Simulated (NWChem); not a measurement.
System: GaHBr₂; SMILES [Br][GaH][Br]

Output (shortened):

```
             Northwest Computational Chemistry Package (NWChem) 7.3.0
             --------------------------------------------------------

                             Geometry "geometry" -> ""
                             -------------------------

 Output coordinates in angstroms (scale by  1.889725989 to convert to a.u.)

  No.       Tag          Charge          X              Y              Z
 ---- ---------------- ---------- -------------- -------------- --------------
    1 Ga                  31.0000     0.00000000     0.00000000    -0.80051500
    2 H                    1.0000     0.00000000     0.00000000    -2.36192800
    3 Br                  35.0000    -1.95055300     0.00000000     0.41041700
    4 Br                  35.0000     1.95055300     0.00000000     0.41041700

 Effective nuclear repulsion energy (a.u.)     687.7683176002

                              NWChem Property Module
                              ----------------------

  itol2e modified to match energy
  convergence criterion.

                                 NWChem DFT Module
                                 -----------------

 Summary of "ao basis" -> "ao basis" (spherical)
 ------------------------------------------------------------------------------
       Tag                 Description            Shells   Functions and Types
 ---------------- ------------------------------  ------  ---------------------
 Ga                         def2-svp                12       32   5s4p3d
 H                          def2-svp                 3        5   2s1p
 Br                         def2-svp                12       32   5s4p3d

  itol2e modified to match energy
  convergence criterion.

            General Information
            -------------------
          SCF calculation type: DFT
          Wavefunction type:  closed shell.
          No. of atoms     :     4
          No. of electrons :   102
           Alpha electrons :    51
            Beta electrons :    51
          Charge           :     0
          Spin multiplicity:     1
          Use of symmetry is: off; symmetry adaption is: off
          Maximum number of iterations: 150
          AO basis - number of functions:   101
                     number of shells:    39
          Convergence on energy requested:  1.00D-07
          Convergence on density requested:  1.00D-05
          Convergence on gradient requested:  5.00D-04

[...]

          -----------------------
          Electric field gradient
          -----------------------

 1 a.u. = 0.324123 10**(16) esu/cm**3  ( or statvolts/cm**2 ) = 0.97174 10**(22) v/m**2

 ------------------------------------------------------------
   Atom      X         Y         Z
 ------------------------------------------------------------
    1 Ga   0.00000   0.00000  -1.51275
 ------------------------------------------------------------

 Electric field gradient in molecular frame (a.u.)
         XX             YY             ZZ             XY             XZ             YZ
 ------------------------------------------------------------------------------------------
        0.337460      -1.980979       1.643519      -0.000000       0.000000      -0.000000

 Principal components (a.u.) and orientation
 of principal axis w.r.t. absolute frame                      Asymmetry parameter eta
 --------------------------------------------------------------------------------------
       -1.980979       1.643519       0.337460                       0.659300

        0.000000       0.000000       1.000000
        1.000000      -0.000000      -0.000000
        0.000000       1.000000      -0.000000

 ------------------------------------------------------------
   Atom      X         Y         Z
 ------------------------------------------------------------
    2 H    0.00000   0.00000  -4.46340
 ------------------------------------------------------------

 Electric field gradient in molecular frame (a.u.)
         XX             YY             ZZ             XY             XZ             YZ
 ------------------------------------------------------------------------------------------
        0.064919       0.058041      -0.122960      -0.000000      -0.000000       0.000000

 Principal components (a.u.) and orientation
 of principal axis w.r.t. absolute frame                      Asymmetry parameter eta
 --------------------------------------------------------------------------------------
       -0.122960       0.064919       0.058041                       0.055933

        0.000000       1.000000       0.000000
       -0.000000      -0.000000       1.000000
        1.000000      -0.000000       0.000000

 ------------------------------------------------------------
   Atom      X         Y         Z
 ------------------------------------------------------------
    3 Br  -3.68601   0.00000   0.77558
 ------------------------------------------------------------

 Electric field gradient in molecular frame (a.u.)
         XX             YY             ZZ             XY             XZ             YZ
 ------------------------------------------------------------------------------------------
       -2.184731       1.304237       0.880494       0.000000       2.774094       0.000000

 Principal components (a.u.) and orientation
 of principal axis w.r.t. absolute frame                      Asymmetry parameter eta
 --------------------------------------------------------------------------------------
       -3.821424       2.517187       1.304237                       0.317408

        0.861272       0.508144      -0.000000
       -0.000000       0.000000       1.000000
       -0.508144       0.861272      -0.000000

 ------------------------------------------------------------
   Atom      X         Y         Z
 ------------------------------------------------------------
    4 Br   3.68601   0.00000   0.77558
 ------------------------------------------------------------

[...]
```

Level: PBE0/def2-SVP. Coordinates come from a PBE-D3(BJ)/def2-SVP optimisation. NWChem prints the field gradient with the sign opposite to the second derivative of the potential.

Problem. Reconstruct the input file.

Solution. This is not unique; one that fits is the input that was run:
```
start job
memory heap 200 mb stack 900 mb global 1100 mb
geometry units angstroms noautosym nocenter noautoz
  Ga     0.000000     0.000000    -0.800515
  H      0.000000     0.000000    -2.361928
  Br    -1.950553     0.000000     0.410417
  Br     1.950553     0.000000     0.410417
end
basis spherical
  Ga library def2-svp
  H library def2-svp
  Br library def2-svp
end
dft
  xc pbe0
  iterations 150
end
property
  efieldgrad
end
task dft property
```
